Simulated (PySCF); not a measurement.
**Frontier levels across methods**

Species: C₂H₉NSi₂.
Z-matrix (Å and degrees, PBE0-D3(BJ)/def2-SVP geometry), rows numbered from 1:
```
C 
N   1  1.2620
Si  2  1.7623  1  125.93
Si  3  2.3446  2  104.69  1  -114.21
C   4  1.8828  3  109.04  2   -51.46
H   1  1.1122  2  124.60  3    -2.72
H   1  1.1065  2  120.43  3   177.40
H   3  1.4942  2  107.17  1   128.03
H   3  1.5059  2  112.75  1     8.66
H   4  1.4989  3  108.12  2    68.79
H   4  1.4986  3  110.02  2  -173.99
H   5  1.1006  4  110.59  3   -65.16
H   5  1.1005  4  109.49  3    53.66
H   5  1.1004  4  111.49  3   174.11
```

Basis pcSseg-1 throughout (PySCF), one geometry. One conformer (not necessarily the lowest) at the PBE0-D3(BJ)/def2-SVP geometry, without solvent, vibrations or thermal averaging.

How do the orbital energies, the gap and the dipole change with the method?

| method | kind | HOMO (eV) | LUMO (eV) | gap (eV) | μ (D) | SCF cycles |
| --- | --- | --- | --- | --- | --- | --- |
| BLYP | GGA | -5.59 | -1.83 | 3.76 | 0.72 | 14 |
| OPBE | GGA | -5.69 | -1.90 | 3.79 | 0.74 | 14 |
| PBE | GGA | -5.70 | -1.99 | 3.71 | 0.73 | 14 |
| B97-D | GGA | -5.72 | -1.88 | 3.85 | 0.76 | 14 |
| LDA | LDA | -5.77 | -2.21 | 3.56 | 0.74 | 14 |
| BP86 | GGA | -5.82 | -2.08 | 3.74 | 0.76 | 13 |
| KT2 | GGA | -5.84 | -1.92 | 3.92 | 0.75 | 14 |
| KT3 | GGA | -5.86 | -1.89 | 3.97 | 0.73 | 14 |
| B97-2 | global hybrid | -6.86 | -0.96 | 5.91 | 0.89 | 12 |
| B3LYP | global hybrid | -6.89 | -1.12 | 5.76 | 0.86 | 12 |
| PBE0 | global hybrid | -7.12 | -0.90 | 6.22 | 0.90 | 12 |
| mPW1PW91 | global hybrid | -7.15 | -0.91 | 6.25 | 0.91 | 12 |
| BHandHLYP | global hybrid | -8.47 | 0.32 | 8.79 | 1.04 | 12 |
| CAM-B3LYP | range-separated hybrid | -8.51 | 0.33 | 8.83 | 0.95 | 12 |
| wB97X-D | range-separated hybrid | -9.02 | 0.95 | 9.97 | 0.99 | 13 |
| LC-wPBE | range-separated hybrid | -9.86 | 1.50 | 11.36 | 1.04 | 13 |
| HF | Hartree–Fock | -10.35 | 3.13 | 13.48 | 1.31 | 11 |

The HOMO spans 4.76 eV, from BLYP down to HF, and the gap runs from 3.56 eV (LDA) to 13.48 eV (HF). Over the methods BLYP (0 %), OPBE (0 %), PBE (0 %), B97-D (0 %), LDA (0 %), BP86 (0 %), KT2 (0 %), KT3 (0 %), B97-2 (21 %), B3LYP (20 %), PBE0 (25 %), mPW1PW91 (25 %), BHandHLYP (50 %), HF (100 %), a straight line through the gap against the share of exact exchange rises by 0.97 eV for each 10 % (correlation coefficient 0.999). The dipole ranges from 0.72 D (BLYP) to 1.31 D (HF). This basis has no diffuse functions.
